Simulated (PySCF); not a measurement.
# Exercise with solution: refractive index and permittivity of the vapour

CH₄BrInO, SMILES [Br][In]([OH])[CH3].

The structure is a stationary point at B3LYP-D3(BJ)/def2-SVP. The def2 effective core potentials stand for the cores of In; spin–orbit coupling is left out. One conformer was computed; it need not be the lowest.

ωB97X/def2-TZVP (PySCF) gives a mean static polarisability of 71.8 bohr³ and a dipole moment of 2.27 D. Take an ideal gas at 298.15 K and 0.01 bar, whether or not the substance is that volatile.

Task: Work out n − 1 in the optical limit and the static ε − 1.

Result: 
Polarisability volume α' = 71.8 × 0.148185 = 10.64 Å³. Number density N = p/kT = 2.43e-7 Å⁻³.
Dilute limit of Lorentz–Lorenz: n − 1 = 2π N α' = 1.6e-5.
Orientation term of Debye: μ²/(3kT) = 8.098 Å³ × μ²(D²) = 41.73 Å³.
ε − 1 = 4π N (α' + μ²/3kT) = 0.00016. Orientation of the dipole supplies 80 % of the static response; it can't follow optical fields. Vibrational polarisation and dispersion are left out.
